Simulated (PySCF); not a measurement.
**Polarisability and C₆ of Ru⁻ (ruthenium, charge -1)**

[Kr] 4d7 5s2, high-spin 4F determinant. All numbers are calculated (PySCF 2.14, scalar relativity through the core potential, in aug-cc-pwCVDZ-PP with ECP28MDF). Coupled (time-dependent) response in atomic units; α is the mean over directions. A double-zeta set is small for polarisabilities.

```json
{"method": "CAM-B3LYP", "mean α (bohr³)": "296.6", "C₆ (like pair)": "4970", "S(−4)": "73370"}
```

S(−4) is the Cauchy moment in α(ω) = α(0) + S(−4) ω² + …

Spin-orbit coupling is absent.

α(iu) at CAM-B3LYP:

```json
{"u (hartree)": "0", "α(iu) (bohr³)": "296.6"}
{"u (hartree)": "0.0500", "α(iu) (bohr³)": "193.4"}
{"u (hartree)": "0.100", "α(iu) (bohr³)": "108.1"}
{"u (hartree)": "0.200", "α(iu) (bohr³)": "47.68"}
{"u (hartree)": "0.300", "α(iu) (bohr³)": "28.17"}
{"u (hartree)": "0.500", "α(iu) (bohr³)": "14.89"}
{"u (hartree)": "0.750", "α(iu) (bohr³)": "9.265"}
{"u (hartree)": "1.00", "α(iu) (bohr³)": "6.593"}
{"u (hartree)": "1.50", "α(iu) (bohr³)": "3.913"}
{"u (hartree)": "2.00", "α(iu) (bohr³)": "2.593"}
{"u (hartree)": "3.00", "α(iu) (bohr³)": "1.370"}
{"u (hartree)": "5.00", "α(iu) (bohr³)": "0.5635"}
```

For an ion, C₆ is the dispersion term alone; charge-induced terms of lower order in 1/R come first.

Energies and moments cover only the electrons outside the core potential. The outer electron is barely bound at this level, so radii and moments hang on the diffuse functions.
